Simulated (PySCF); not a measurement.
AlH5OP2. Atoms are numbered in the order given.

```xyz
9

Al     0.3280    -0.1893    -0.1070
O      1.7730    -0.9099    -0.6610
H      2.4809    -1.3049    -0.1446
P     -0.1266     0.0543     2.1815
H      0.2723    -1.2858     2.4881
H     -1.5058    -0.2854     2.0138
P     -0.9807     0.7865    -1.7745
H     -2.2083     0.3701    -1.1688
H     -0.8789    -0.3666    -2.6143
```
Charge 0, spin multiplicity 1.

Geometry optimised at B3LYP-D3(BJ)/def2-SVP. The structure was generated by enumeration; whether it is a known compound was not checked. Other conformers were not sampled.

Computed with B3LYP-D3(BJ)/def2-SVP run with PySCF.

Frequencies are harmonic and unscaled.

```tsv
mode	ν (cm⁻¹)	IR (km/mol)	Raman (Å⁴/amu)	depolarisation	moving atoms (share of kinetic energy)
1	64	2.9	0.3	0.72	H 93 %
2	86	7.6	1.4	0.60	H 50 %, P 36 %, Al 9 %
3	112	0.2	2.9	0.48	H 55 %, P 26 %, Al 12 %
4	171	15.6	3.1	0.19	Al 62 %, O 16 %, H 14 %, P 8 %
5	176	11.6	2.9	0.68	O 53 %, P 25 %, H 16 %
6	325	1.8	37.9	0.15	P 67 %, Al 13 %, O 12 %
7	345	126.8	2.1	0.70	H 89 %, O 10 %
8	459	48.1	4.5	0.72	Al 46 %, H 32 %, P 20 %
9	497	5.9	0.7	0.74	H 84 %, P 14 %
10	518	168.1	1.9	0.75	H 83 %, O 9 %
11	568	4.3	2.8	0.29	H 82 %, P 10 %
12	618	91.8	2.0	0.57	H 74 %, Al 15 %
13	640	4.1	8.1	0.64	H 92 %
14	868	88.8	3.4	0.33	O 49 %, Al 42 %, H 9 %
15	1087	12.8	15.8	0.75	H 97 %
16	1094	26.7	43.7	0.75	H 97 %
17	2362	31.6	135.5	0.25	H 97 %
18	2366	39.6	155.4	0.06	H 97 %
19	2377	46.1	108.0	0.60	H 97 %
20	2381	60.9	152.0	0.69	H 97 %
21	3925	94.5	158.7	0.31	H 94 %
```
